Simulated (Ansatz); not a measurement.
Geometry optimisation, RKS PBE/def2-mTZVP in Ansatz.

input.yaml

```yaml
crystal:
  periodic: [false, false, false]
  atoms:
    - { symbol: "N", position_ang: [0.1122, -2.0281, -0.099] }
    - { symbol: Ge, position_ang: [0.3625, -0.5445, 1.0309] }
    - { symbol: F, position_ang: [1.9491, -0.6579, 1.6952] }
    - { symbol: Si, position_ang: [0.2452, 1.4452, -0.1579] }
    - { symbol: S, position_ang: [-1.7848, 1.5437, -1.0427] }
    - { symbol: H, position_ang: [0.7149, -1.8516, -0.9204] }
    - { symbol: H, position_ang: [-0.8776, -1.8689, -0.4821] }
    - { symbol: H, position_ang: [-0.6408, -0.5441, 2.169] }
    - { symbol: H, position_ang: [0.3786, 2.5898, 0.796] }
    - { symbol: H, position_ang: [1.1857, 1.467, -1.1965] }
    - { symbol: H, position_ang: [-1.5796, 0.3923, -1.7719] }
basis:
  gaussian: { orbitals: def2-mTZVP }
hamiltonian:
  xc: pbe
relax:
  f_tol: 0.015
  max_steps: 40
output:
  orbitals: {}
```

Command:

```bash
$ ansatz run input.yaml --threads 2 --pin off --max-ram 3072MiB --backend cpu --events-out ev --progress --plain --runs-dir out
```

Task: Where does it end, and by what steps?

Result: The forces met the threshold. The force dipped under the threshold on the way, but the program's further checks kept it going. After 20 steps the energy has fallen by 0.523 eV; H7 moved furthest, 1.28 Å.

```
step  energy less start (eV)  largest force component (eV/Å)  accepted
   0                  0.0000                           1.689       yes
   1                 -0.2898                           0.824       yes
   2                 -0.3565                           0.501       yes
   3                 -0.3654                           0.391       yes
   4                 -0.3893                           0.182       yes
   5                 -0.4047                           0.287       yes
   6                 -0.4138                           0.177       yes
   7                 -0.4160                           0.061       yes
   8                 -0.4161                           0.043       yes
   9                 -0.4184                           0.239       yes
  10                 -0.4185                           0.323       yes
  11                 -0.4251                           1.071       yes
  12                 -0.4529                           0.760       yes
  13                 -0.5117                           0.281       yes
  14                 -0.4811                           0.901        no
  15                 -0.5212                           0.067       yes
  16                 -0.5216                           0.088       yes
  17                 -0.5223                           0.027       yes
  18                 -0.5223                           0.012       yes
  19                 -0.5225                           0.008       yes
  20                 -0.5226                           0.011       yes
```

```xyz
11
Properties=species:S:1:pos:R:3
N -0.021 -1.857 -0.318
Ge 0.230 -0.528 0.943
F 1.829 -0.666 1.746
Si 0.196 1.579 -0.202
S -1.760 1.905 -1.073
H 0.704 -1.912 -1.037
H -0.172 -2.793 0.065
H -0.815 -0.772 2.061
H 0.396 2.714 0.748
H 1.295 1.586 -1.222
H -1.816 0.687 -1.688
```

Time of the run: 38 s on 2 threads of Intel(R) Xeon(R) Platinum 8488C (Sapphire Rapids), with other jobs on the host, peak memory 0.21 GiB.
